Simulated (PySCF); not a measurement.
# Spinor energies of S¹⁵⁺ (sulfur, charge +15)

Start: 1s1; 1s1/2 filled at m_j = +1/2. Calculated with PySCF 2.14 in an uncontracted even-tempered set (15 s from 12 bohr⁻², ratio 2.4; 8 p from 16 bohr⁻², ratio 2.4; 3 d from 46 bohr⁻², ratio 2.6; 3 f from 69 bohr⁻², ratio 2.6): generalised Hartree-Fock with the X2C-1e Hamiltonian and a Gaussian nucleus; one run each with spin-orbit coupling (SO) switched off, then screened by Boettger's factors.

```json
{"spinor shell": "1s1/2", "electrons": "1", "ε, spin-free (eV)": "-3495.0", "ε, screened SO (eV)": "-3495.0", "weight of nominal j (screened SO)": "1.000", "rms radius, screened SO (bohr)": "0.108"}
```

| quantity | spin-free | screened SO |
| --- | --- | --- |
| E (hartree) | -128.43892 | -128.43892 |
| M_J | 1/2 | 1/2 |
| ⟨J²⟩ | 0.750 | 0.750 |
| ⟨L²⟩ | 0.000 | 0.000 |
| ⟨S²⟩ | 0.750 | 0.750 |

Without spin-orbit coupling the j labels of p, d and f shells carry no meaning; the spin-free column gives the mean over the occupied spinors of each nl shell.
